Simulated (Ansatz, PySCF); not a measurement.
Bond stretch in O₂ (anion, charge -1), doublet.

- UHF/aug-cc-pVTZ (Ansatz, a program for electronic structure)
- UCCSD = CCSD on UHF/aug-cc-pVTZ, frozen core in Ansatz
- UKS-PBE = unrestricted PBE/aug-cc-pVTZ run with Ansatz
- UKS-B3LYP = unrestricted B3LYP/aug-cc-pVTZ (Ansatz)
- UKS-B3LYP/6-31G* = unrestricted B3LYP/6-31G*, spherical d (PySCF)
- UHF/6-31G* = PySCF with unrestricted Hartree-Fock/6-31G*, spherical d

Minimum and curvature come from a quartic fit to the scan points round the minimum, the wavenumber from the most abundant isotopes. The energy at the longest distance isn't given for restricted levels, nor where a curve turns over.

| method | R at the minimum / Å | force constant / mdyn Å⁻¹ | E(5.33 Å) − E(min) / kJ/mol | harmonic wavenumber / cm⁻¹ |
|---|---|---|---|---|
| UHF | 1.291 | 9.36 | 113.1 | 1410 |
| UCCSD | 1.339 | 6.64 | 358.1 | 1190 |
| UKS-PBE | 1.356 | 5.80 | — | 1110 |
| UKS-B3LYP | 1.343 | 6.36 | — | 1160 |
| UKS-B3LYP/6-31G* | 1.355 | 6.83 | — | 1200 |
| UHF/6-31G* | 1.296 | 9.97 | 155.0 | 1450 |

Dashes: no converged value, or the column stops at the first point that the program doubted or that broke a chosen test of continuity, which isn't proof of a fault.

The unrestricted solution behind UHF, UCCSD changes between 1.06 and 1.14 Å, which can leave a kink. The unrestricted determinant behind UHF, UCCSD is spin-contaminated at 1.06, 1.54 to 5.33 Å (<S²> up to 1.8, against 0.75 for a pure doublet). Where the anion isn't bound against loss of the electron, the finite basis alone holds it. The unrestricted determinant behind UKS-PBE is spin-contaminated at 1.06, 1.98 to 5.33 Å (<S²> up to 1.8, against 0.75 for a pure doublet). The unrestricted determinant behind UKS-B3LYP, UKS-B3LYP/6-31G* is spin-contaminated at 1.98 to 5.33 Å (<S²> up to 1.8, against 0.75 for a pure doublet). The unrestricted determinant behind UHF/6-31G* is spin-contaminated at 1.54 to 5.33 Å (<S²> up to 1.8, against 0.75 for a pure doublet).
